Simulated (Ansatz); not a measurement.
One change: `[Cl][GeH]1[CH]=[CH]1` becomes `[F][Ge]1([Cl])[CH]=[CH]1`.

Ansatz, PBE0-D4/def2-TZVP geometries, multiplicity 1. 

Scalar relativity is left out up to krypton.

```json
{"property": "LUMO energy (ωB97M-V/def2-TZVPP) / eV", "`[Cl][GeH]1[CH]=[CH]1`": "1.58"}
{"property": "LUMO energy (B3LYP/def2-TZVPP) / eV", "`[Cl][GeH]1[CH]=[CH]1`": "-0.74"}
{"property": "HOMO–LUMO gap (B3LYP/def2-TZVPP) / eV", "`[Cl][GeH]1[CH]=[CH]1`": "6.32"}
{"property": "HOMO–LUMO gap (PBE0/def2-TZVPP) / eV", "`[Cl][GeH]1[CH]=[CH]1`": "6.75"}
{"property": "zero-point energy (PBE0-D4/def2-TZVP) / kJ/mol", "`[Cl][GeH]1[CH]=[CH]1`": "102.5"}
{"property": "LUMO energy (PBE0/def2-TZVPP) / eV", "`[Cl][GeH]1[CH]=[CH]1`": "-0.51"}
```

**Question.** Give the same properties after the change, and the shifts. (An estimate is asked.)

**Answer.** Ansatz gave: 
| property | `[F][Ge]1([Cl])[CH]=[CH]1` | shift |
| --- | --- | --- |
| LUMO energy (ωB97M-V/def2-TZVPP) / eV | 0.80 | -0.78 |
| LUMO energy (B3LYP/def2-TZVPP) / eV | -1.62 | -0.88 |
| HOMO–LUMO gap (B3LYP/def2-TZVPP) / eV | 5.84 | -0.48 |
| HOMO–LUMO gap (PBE0/def2-TZVPP) / eV | 6.37 | -0.38 |
| zero-point energy (PBE0-D4/def2-TZVP) / kJ/mol | 89.1 | -13.4 |
| LUMO energy (PBE0/def2-TZVPP) / eV | -1.30 | -0.79 |

With PBE0 the HOMO falls by 0.41 eV and the LUMO falls by 0.79 eV, so the gap narrows by about 0.38 eV. PBE moves the HOMO by -0.33 eV and ωB97M-V by -0.43 eV.

B3LYP here is the variant with VWN-RPA as its local correlation; programs differ in this.
